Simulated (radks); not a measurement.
The numbers below are computed, except where a source is named.
Valence configurations of Bi2+. Level of theory: scalar-relativistic Kohn-Sham, SCAN, spin-polarised, spherical densities, finite nucleus; open shells are filled with parallel spins first (spin-orbit coupling, left out, can overturn this in heavy ions); meta-GGA in the generalised Kohn-Sham scheme; Fermi nuclear charge, rms radius 5.5211 fm (a radial shooting solver on a logarithmic mesh with Libxc functionals). Energies are relative to [Hg] 6p1; eigenvalues in eV for spin up.

[Hg] 6p1: E (eV) 0.000; moment (Bohr magnetons) 1; e(4f) -171.88; e(5d) -45.234; e(6p) -19.759; e(6s) -31.371
[Xe] 4f13.5 5d10 6s2 6p1.5: E (eV) 78.226; moment (Bohr magnetons) 2; e(4f) -182.62; e(5d) -48.756; e(6p) -20.933; e(6s) -33.037
[Xe] 4f13 5d10 6s2 6p2: E (eV) 160.76; moment (Bohr magnetons) 3; e(4f) -193.50; e(5d) -52.296; e(6p) -22.177; e(6s) -34.827
[Xe] 4f14 5d9 6s2 6p2: E (eV) 26.336; moment (Bohr magnetons) 3; e(4f) -178.66; e(5d) -50.580; e(6p) -22.012; e(6s) -34.489
[Xe] 4f14 5d10 6s1.5 6p1.5: E (eV) 5.212; moment (Bohr magnetons) 2; e(4f) -172.71; e(5d) -46.050; e(6p) -20.552; e(6s) -32.257
[Xe] 4f13.5 5d9.5 6s2 6p2: E (eV) 92.222; moment (Bohr magnetons) 3; e(4f) -186.04; e(5d) -51.440; e(6p) -22.096; e(6s) -34.663
[Xe] 4f13.5 5d9 6s2 6p2.5: E (eV) 106.72; moment (Bohr magnetons) 4; e(4f) -189.46; e(5d) -54.105; e(6p) -23.115; e(6s) -36.118
[Xe] 4f14 5d10 6p3: E (eV) 21.754; moment (Bohr magnetons) 3; e(4f) -175.18; e(5d) -48.474; e(6p) -22.184
[Xe] 4f14 5d9.5 6s2 6p1.5: E (eV) 12.943; moment (Bohr magnetons) 2; e(4f) -175.29; e(5d) -47.936; e(6p) -20.857; e(6s) -32.875
[Xe] 4f12 5d10 6p5: E (eV) 369.32; moment (Bohr magnetons) 3; e(4f) -219.25; e(5d) -62.748; e(6p) -25.056

NIST lists [Hg] 6p1 as the ground configuration; this level of theory agrees among the configurations tried. The energies are those of spherical high-spin densities, not of single terms.
